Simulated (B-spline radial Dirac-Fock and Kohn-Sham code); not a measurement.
**Elastic scattering of 859 eV positrons by the O atom**

Model: relativistic (Dirac) partial waves in the static field of the Dirac-Fock atom, without polarisation or absorption potentials. Program: a radial finite-basis atomic code.

The run's input, task.json:

```json
{"items": [{
  "Z": 8,
  "q": 0,
  "cfg": [[1, 0, 2], [2, 0, 2], [2, 1, 4]],
  "A": 16,
  "rrms": 2.6991,
  "do": "elastic",
  "energies": [[859.0, 1]],
  "theta": [0, 10, 20, 30, 40, 50, 60, 70, 80, 90, 100, 110, 120, 130, 140, 150, 160, 170, 180]
}]}
```

Command: `python xray2_run.py task.json out`

| θ (°) | dσ/dΩ (a₀²/sr) |
| --- | --- |
| 0 | 9.78 |
| 10 | 4.38 |
| 20 | 0.999 |
| 30 | 0.282 |
| 40 | 0.109 |
| 50 | 0.0518 |
| 60 | 0.0283 |
| 70 | 0.0171 |
| 80 | 0.0112 |
| 90 | 0.00789 |
| 100 | 0.00585 |
| 110 | 0.00455 |
| 120 | 0.00369 |
| 130 | 0.00311 |
| 140 | 0.00272 |
| 150 | 0.00245 |
| 160 | 0.00228 |
| 170 | 0.00218 |
| 180 | 0.00215 |

Problem. What integrated cross sections go with this distribution?

Solution. The total elastic cross section is 1.75 a₀², the first transport cross section 0.165 a₀² and the second, weighted with (3/2) sin²θ, 0.354 a₀². The mean deflection is ⟨1 − cos θ⟩ = 0.0941, and 1.5 % of the collisions scatter beyond 90°.

Phase shifts modulo π (rad) for κ = −1 to −5: 1.542, -0.977, -0.659, -0.462, -0.329.

Values without a named source are computed, but for edge energies of neutral atoms, which are taken from tables.
